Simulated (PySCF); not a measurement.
`FC1(F)C[C@H]2C[C@H]21`, C5H6F2

Molfile (atoms numbered from 1):
```
C5H6F2
     RDKit          3D

 13 14  0  0  0  0  0  0  0  0999 V2000
   -1.0607   -1.8413   -0.4133 F   0  0  0  0  0  0  0  0  0  0  0  0
   -0.9564   -0.4875   -0.5025 C   0  0  0  0  0  0  0  0  0  0  0  0
   -1.9892   -0.1062   -1.2970 F   0  0  0  0  0  0  0  0  0  0  0  0
   -0.8799    0.2855    0.8235 C   0  0  0  0  0  0  0  0  0  0  0  0
    0.4751    0.8333    0.3763 C   0  0  1  0  0  0  0  0  0  0  0  0
    1.3995   -0.3123    0.1260 C   0  0  0  0  0  0  0  0  0  0  0  0
    0.3942    0.0603   -0.9230 C   0  0  1  0  0  0  0  0  0  0  0  0
   -0.8731   -0.3339    1.7186 H   0  0  0  0  0  0  0  0  0  0  0  0
   -1.6679    1.0313    0.8910 H   0  0  0  0  0  0  0  0  0  0  0  0
    0.8072    1.8422    0.5458 H   0  0  0  0  0  0  0  0  0  0  0  0
    1.2757   -1.2340    0.6754 H   0  0  0  0  0  0  0  0  0  0  0  0
    2.4253   -0.0692   -0.1052 H   0  0  0  0  0  0  0  0  0  0  0  0
    0.6458    0.3322   -1.9331 H   0  0  0  0  0  0  0  0  0  0  0  0
  1  2  1  0
  2  3  1  0
  2  4  1  0
  4  5  1  0
  5  6  1  0
  6  7  1  0
  7  2  1  0
  7  5  1  0
  4  8  1  0
  4  9  1  0
  5 10  1  6
  6 11  1  0
  6 12  1  0
  7 13  1  6
M  END
```

Method: TDDFT BHandHLYP/def2-SVPD circular dichroism and optical rotation, one conformer, gas phase (PySCF). Geometry: GFN2-xTB.

States above about 9.6 eV (minus the energy of the highest occupied orbital) lie near or above the ionisation threshold and depend on the basis.

Stereocentres: C5 R, C7 R.

Problem. Give the optical rotatory dispersion at 633, 589.3, 546, 436, 405, 365, 355 nm.

Solution. [α] in deg dm⁻¹ (g/mL)⁻¹:
| λ (nm) | origin-invariant length gauge | modified velocity gauge | length gauge (centre of mass) | isotropic polarisability (au) |
| --- | --- | --- | --- | --- |
| 633 | -40.0 | -39.2 | -40.6 | 53.8 |
| 589.3 | -46.6 | -45.7 | -47.3 | 54.0 |
| 546 | -55.1 | -53.9 | -55.8 | 54.1 |
| 436 | -91.1 | -89.0 | -92.4 | 54.8 |
| 405 | -108.2 | -105.6 | -109.8 | 55.1 |
| 365 | -138.9 | -135.4 | -140.9 | 55.6 |
| 355 | -148.8 | -145.0 | -150.9 | 55.8 |

Problem. And for the mirror image at 589.3 nm?

Solution. +46.6 deg dm⁻¹ (g/mL)⁻¹ (origin-invariant length gauge): the same size and the opposite sign.

Problem. What is the molar rotation [Φ] = [α]·M/100 of the geometry above at 589.3 nm?

Solution. With M = 104.10 g/mol, -48.6 deg cm² dmol⁻¹ (origin-invariant length gauge).

The first excitation lies at 8.35 eV (148 nm) with R = -0.6 × 10⁻⁴⁰ esu² cm² (velocity form).
